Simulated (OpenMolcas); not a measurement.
# Lines of neutral antimony: computed and rescaled rates

```json
{
  "Program": "OpenMolcas 26.06",
  "Method": "SS-CASPT2, IPEA 0.25 Eh, imaginary shift 0.1 Eh (closed shells correlated: 4d)",
  "Basis": "ANO-RCC [10s9p8d5f3g]",
  "Scalar Hamiltonian": "DKH2, point nucleus",
  "Active space": "5 electrons in 8 orbitals (5s 5p 6s 6p)",
  "State averaging": "2S+1 = 4 odd, 1 root; 2S+1 = 2 odd, 8 roots; 2S+1 = 4 even, 3 roots",
  "Spin-orbit coupling": "RASSI with atomic mean-field integrals over the reference wave functions, term energies averaged over their components"
}
```

Rates come from the transition moments of the reference wave functions (E1 and E2 in the length form). At fixed line strength A goes as λ^-3 for E1 and M1 and as λ^-5 for E2, so a rate at the computed wavelength can be rescaled to the measured one. Measured vacuum wavelengths follow from level energies in NIST Handbook of Basic Atomic Spectroscopic Data. Branching counts decays inside the model space alone, at computed energies, and the table is only a selection of the E2 and M1 lines, drawn from those between levels with measured partners whose computed energy lies within a factor of 1.5 of the measured one.

```
          Upper            Lower  Type  λ computed (nm)  λ measured (nm)  A computed (s-1)  A rescaled (s-1)  Branching %
5s² 5p³ ²P°_3/2  5s² 5p³ ⁴S°_3/2    M1            526.5            541.6          4.39e+00                           49.8
5s² 5p³ ²P°_3/2  5s² 5p³ ²D°_3/2    M1             1037             1005          2.71e+00                           30.7
5s² 5p³ ²P°_1/2  5s² 5p³ ⁴S°_3/2    M1            568.3            609.9          2.39e+00                           62.3
5s² 5p³ ²P°_3/2  5s² 5p³ ²D°_5/2    M1             1169             1161          1.08e+00                           12.3
5s² 5p³ ²P°_1/2  5s² 5p³ ²D°_3/2    M1             1213             1269          1.01e+00                           26.4
5s² 5p³ ²D°_3/2  5s² 5p³ ⁴S°_3/2    M1             1069             1175          5.88e-01                           98.7
5s² 5p³ ²P°_3/2  5s² 5p³ ²D°_5/2    E2             1169             1161          3.99e-01          4.13e-01          4.5
5s² 5p³ ²P°_1/2  5s² 5p³ ²D°_3/2    E2             1213             1269          2.93e-01          2.34e-01          7.6
5s² 5p³ ²P°_3/2  5s² 5p³ ²D°_3/2    E2             1037             1005          2.06e-01          2.41e-01          2.3
5s² 5p³ ²P°_1/2  5s² 5p³ ²D°_5/2    E2             1397             1529          1.06e-01          6.75e-02          2.8
5s² 5p³ ²P°_1/2  5s² 5p³ ⁴S°_3/2    E2            568.3            609.9          3.57e-02                            0.9
5s² 5p³ ²D°_5/2  5s² 5p³ ⁴S°_3/2    M1            957.9             1015          2.52e-02                           44.1
5s² 5p³ ²D°_5/2  5s² 5p³ ⁴S°_3/2    E2            957.9             1015          1.97e-02                           34.4
5s² 5p³ ²D°_5/2  5s² 5p³ ²D°_3/2    M1             9221             7452          1.23e-02          2.33e-02         21.5
5s² 5p³ ²D°_3/2  5s² 5p³ ⁴S°_3/2    E2             1069             1175          7.83e-03                            1.3
```

Spin-changing lines and M1 lines between different terms are not rescaled, since their strength hangs on the term gaps too.

The largest correction is for 5s² 5p³ ²D°_5/2 → 5s² 5p³ ²D°_3/2 (M1): 1.23e-02 × (9221 / 7452)^3 = 2.33e-02 s-1, a factor of 1.89.

No measured rate stands beside these. Rescaling mends the energy factor alone: line strengths can still be far off where a level mixes with configurations outside the active space, and weak or spin-changing lines hang on small mixing coefficients that depend on the term gaps too, so rescaling need not improve them.

Term energies are means over components that CASPT2 splits; among the terms shown or strongly mixed into the levels shown the widest spread is 96 cm-1 (5s² 5p³ ²D°). Active for correlation alone: 6p 6s; no level in the range computed is led by a configuration that fills them, so any true level of that kind is missing. Measured partners are found by configuration, term and J. A level has none where our copy of the source lacks it or the pairing is in doubt (some pairs that miss far off the trend of their configuration count as doubtful). Only configurations of the active space appear.

° marks odd parity.
